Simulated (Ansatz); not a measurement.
Ansatz (a first-principles code) input (B2PLYP/def2-TZVPD):

Ansatz 0.2 input:
```yaml
crystal:
  periodic: [false, false, false]
  atoms:
    - {symbol: V, position_ang: [-0.05181112, 0.01087036, -0.03127646]}
    - {symbol: O, position_ang: [-1.23871024, -1.12010977, -0.12892581]}
    - {symbol: O, position_ang: [-0.29708743, 1.44233169, -0.79817867]}
    - {symbol: F, position_ang: [1.49755967, -0.31419930, 0.90402161]}
basis:
  gaussian:
    orbitals: def2-TZVPD
hamiltonian:
  xc: {name: B2PLYP}
total_charge: -1
magnetization: {spin_polarized: true, initial_magnetization: 1}
correlation: {electrons: outside_noble_gas}
```

Output:

```
Functional definition: B2PLYP
integrals: 0.25 GiB planned
1171 factors; integrals over basis functions are off by at most 1.1e-3 eV
mean field: 1.13 GiB planned
mean field evaluation 1: about -32471.1250 eV, gradient 6.2e1 eV
mean field evaluation 2: about -32471.2236 eV, gradient 6.3e1 eV
mean field evaluation 4: about -32475.1133 eV, gradient 6.5e1 eV
mean field evaluation 8: about -32486.6940 eV, gradient 1.0e0 eV
mean field evaluation 16: about -32486.7457 eV, gradient 5.5e-2 eV
mean field evaluation 32: about -32486.7459 eV, gradient 2.8e-5 eV
mean field evaluation 64: about -32468.5248 eV, gradient 2.2e1 eV
mean field -32486.74588546 eV, -1193.8658909833 hartree, gradient 4.3e-6 eV, S^2 0.777493; 2 other end points of the search recorded, 0 dependent functions left out
12 core orbitals not correlated
reference -32486.74603388 eV, -1193.8658964377 hartree; 13, 12 occupied and 143, 144 virtual orbitals, 1171 factors
second order -35.95624941 eV of doubles, -0.00000000 eV of singles
Total energy: -32496.45422122 eV, -1194.2226657420 hartree
```

The spin state was set by rule; other spins were not relaxed.
